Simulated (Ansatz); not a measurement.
Mulliken charges of Br$_{3}$GeH (`[Br][GeH]([Br])[Br]`) from B3LYP/def2-TZVPP in Ansatz (PBE0-D4/def2-TZVP geometry).

| atom | x (Å) | y (Å) | z (Å) | charge (e) |
| --- | --- | --- | --- | --- |
| Br1 | -0.892 | 0.304 | 2.012 | -0.230 |
| Ge2 | -0.046 | 0.104 | -0.101 | 0.630 |
| Br3 | 2.235 | 0.204 | -0.004 | -0.230 |
| Br4 | -0.668 | -1.918 | -0.965 | -0.230 |
| H5 | -0.579 | 1.232 | -0.983 | 0.059 |

Q: By hand: the dipole of these point charges (1 e Å = 4.8032 D).

A: Σ q r = (-0.218, 0.463, -0.362) e Å, of length 0.627 e Å = 3.01 D.

Q: How does the dipole of the full density compare? (Best estimate.)

A: Computed: (-0.081, 0.172, -0.135) e Å, 1.12 D; the point charges give 2.69 times that, at 0° from its direction.

Point charges leave out the atoms' own dipoles, such as those of lone pairs, and Mulliken's split depends on the basis, so the two needn't agree.

B3LYP here is the variant with VWN-RPA as its local correlation; programs differ in this.
